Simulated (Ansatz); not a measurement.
`BB[SiH2]F` + H₂ → `BB[SiH3]` + H–F at 600 K and 1 bar (hydrogenolysis of the Si–F bond).

Gas-phase electronic energies from Ansatz, PBE0-D4/def2-TZVP geometries. CCSD(T)/CBS is the MP2 limit (def2-TZVPP, def2-QZVPP) plus CCSD(T) − MP2 in def2-TZVPP, frozen cores. This one scheme is used for every species. Each species was taken in one conformer, which may not be the lowest.

```json
{"species": "`BB[SiH2]F`", "CCSD(T)/CBS energy (Eh)": "-441.46272", "H − E (kJ/mol)": "191.6", "S (J/(mol·K))": "413.6"}
{"species": "H₂", "CCSD(T)/CBS energy (Eh)": "-1.17544", "H − E (kJ/mol)": "43.9", "S (J/(mol·K))": "150.8"}
{"species": "`BB[SiH3]`", "CCSD(T)/CBS energy (Eh)": "-342.20223", "H − E (kJ/mol)": "199.8", "S (J/(mol·K))": "395.6"}
{"species": "H–F", "CCSD(T)/CBS energy (Eh)": "-100.39570", "H − E (kJ/mol)": "42.3", "S (J/(mol·K))": "194.0"}
```

H − E and S are ideal-gas, rigid-rotor, harmonic terms from PBE0-D4/def2-TZVP, for one conformer and one mirror image of each species. The MP2-based limit puts H₂ 0.8 mEh under its directly extrapolated value; such offsets cancel only in part. 1 Eh = 2625.50 kJ/mol, R = 8.31446 J/(mol·K).

Q: By hand: ΔE, ΔH, ΔS and ΔG.

A: ΔE = (-342.20223) + (-100.39570) − (-441.46272) − (-1.17544) = 0.04023 Eh = 105.6 kJ/mol. Δ(H − E) = 199.8 + 42.3 − 191.6 − 43.9 = 6.6, so ΔH = 112.2 kJ/mol. ΔS = 395.6 + 194.0 − 413.6 − 150.8 = 25.2 J/(mol·K). ΔG = 112.2 − 600 × (25.2)/1000 = 97.1 kJ/mol.

Q: By hand: the equilibrium constant, and the temperature at which ΔG would vanish if ΔH and ΔS stayed fixed.

A: log₁₀ K = −ΔG/(RT ln 10) = -8.5. ΔG = 0 at ΔH/ΔS = 4452 K, far beyond where these terms or the molecules hold.

ΔH outweighs TΔS. A doubt of 5 kJ/mol in ΔE shifts log₁₀ K by 0.4 here. Other conformers and mirror images would add mixing entropy, several J/(mol·K) or more a flexible species. These are equilibria of isolated gas molecules and say nothing of rates. Largest T1 diagnostic: 0.015 (customary marks: 0.02 for closed shells, 0.045 for open ones).
